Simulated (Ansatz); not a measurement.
`C[Si](F)(F)C#N` + H₂O → `N#CO` + `C[SiH](F)F` at 600 K and 1 bar (formal hydrolysis of a C–Si bond).

Calculated with Ansatz (gas phase, PBE0-D4/def2-TZVP geometries, no zero-point term in ΔE). CCSD(T)/CBS adds triple-zeta CCSD(T) − MP2 to the extrapolated MP2 energy (def2 sets, frozen cores). This one scheme is used for every species. One conformer a species, not always the lowest.

```csv
species,CCSD(T)/CBS energy (Eh),H − E (kJ/mol),S (J/(mol·K))
`C[Si](F)(F)C#N`,-621.42890,197.2,442.0
H₂O,-76.37941,76.8,212.8
`N#CO`,-168.48100,84.3,277.2
`C[SiH](F)F`,-529.27654,182.8,377.1
```

H − E and S are ideal-gas, rigid-rotor, harmonic terms from PBE0-D4/def2-TZVP, for one conformer and one mirror image of each species. 1 Eh = 2625.50 kJ/mol, R = 8.31446 J/(mol·K).

By hand: ΔE, ΔH, ΔS and ΔG.

ΔE = (-168.48100) + (-529.27654) − (-621.42890) − (-76.37941) = 0.05077 Eh = 133.3 kJ/mol. Δ(H − E) = 84.3 + 182.8 − 197.2 − 76.8 = -6.9, so ΔH = 126.4 kJ/mol. ΔS = 277.2 + 377.1 − 442.0 − 212.8 = -0.5 J/(mol·K). ΔG = 126.4 − 600 × (-0.5)/1000 = 126.7 kJ/mol.

By hand: the equilibrium constant, and the temperature at which ΔG would vanish if ΔH and ΔS stayed fixed.

log₁₀ K = −ΔG/(RT ln 10) = -11.0. ΔH and −TΔS have one sign here, so there is no such temperature. One of them is within its doubt of zero, so this could turn.

The number of gas molecules stays the same, so ΔS is small and ΔH decides. A doubt of 5 kJ/mol in ΔE shifts log₁₀ K by 0.4 here. Other conformers and mirror images would add mixing entropy, several J/(mol·K) or more a flexible species. These are equilibria of isolated gas molecules and say nothing of rates. Largest T1 diagnostic: 0.014 (customary marks: 0.02 for closed shells, 0.045 for open ones).
